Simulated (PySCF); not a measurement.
PySCF 2.14 output of an unrestricted B3LYP calculation on a single atom or ion in aug-cc-pV5Z-PP with ECP10MDF (8s7p6d4f3g2h, 136 functions), with a scalar-relativistic core potential:

```
SCF conv_tol = 1e-09
number electrons alpha = 14  beta = 11
    P. J. Stephens, F. J. Devlin, C. F. Chabalowski, and M. J. Frisch.,  J. Phys. Chem. 98, 11623 (1994)
cycle= 1 E= -462.039521638327  delta_E= -0.0198  |g|= 0.0271  |ddm|= 0.788
cycle= 2 E= -462.051360540102  delta_E= -0.0118  |g|= 0.0282  |ddm|= 0.561
cycle= 3 E= -462.044751403363  delta_E= 0.00661  |g|= 0.049  |ddm|= 1.21
cycle= 4 E= -462.043553664036  delta_E= 0.0012  |g|= 0.0354  |ddm|= 0.132
cycle= 5 E= -462.041389654464  delta_E= 0.00216  |g|= 0.0294  |ddm|= 1.11
cycle= 6 E= -462.037074911497  delta_E= 0.00431  |g|= 0.0267  |ddm|= 0.221
cycle= 7 E= -462.034112489248  delta_E= 0.00296  |g|= 0.0179  |ddm|= 0.294
cycle= 8 E= -462.037843822427  delta_E= -0.00373  |g|= 0.0174  |ddm|= 0.511
cycle= 9 E= -462.040269854715  delta_E= -0.00243  |g|= 0.0229  |ddm|= 0.173
cycle= 10 E= -462.038182189681  delta_E= 0.00209  |g|= 0.0176  |ddm|= 0.146
cycle= 11 E= -462.034201582551  delta_E= 0.00398  |g|= 0.00916  |ddm|= 0.437
cycle= 12 E= -462.034247029358  delta_E= -4.54e-05  |g|= 0.007  |ddm|= 0.0128
cycle= 13 E= -462.034224696021  delta_E= 2.23e-05  |g|= 0.000344  |ddm|= 0.0542
cycle= 14 E= -462.03422489482  delta_E= -1.99e-07  |g|= 5.26e-05  |ddm|= 0.00335
cycle= 15 E= -462.034224876318  delta_E= 1.85e-08  |g|= 2.13e-05  |ddm|= 0.00151
cycle= 16 E= -462.034224872269  delta_E= 4.05e-09  |g|= 3.12e-06  |ddm|= 0.000503
cycle= 17 E= -462.034224872175  delta_E= 9.43e-11  |g|= 5.19e-07  |ddm|= 6.46e-05
converged SCF energy = -462.034224872175  <S^2> = 3.7517376  2S+1 = 4.0008687
```

The run itself started from symmetry-adapted Hartree-Fock orbitals and held the occupation by maximum overlap, on a logarithmic radial grid, so the iterations belong to that start.

**Question.** Which element, charge and spin multiplicity is this?

**Answer.** Kr⁺ (krypton, charge +1), multiplicity 4; the state was [Ar] 3d10 4s1 4p5 4d1, one real determinant (an excited configuration).

⟨L²⟩ = 7.90 against 12 for a pure F term, so this real determinant mixes terms. Energies and moments cover only the electrons outside the core potential. The outer electron is Rydberg-like, and this basis confines it to a smaller radius and binds it less than a complete one would.
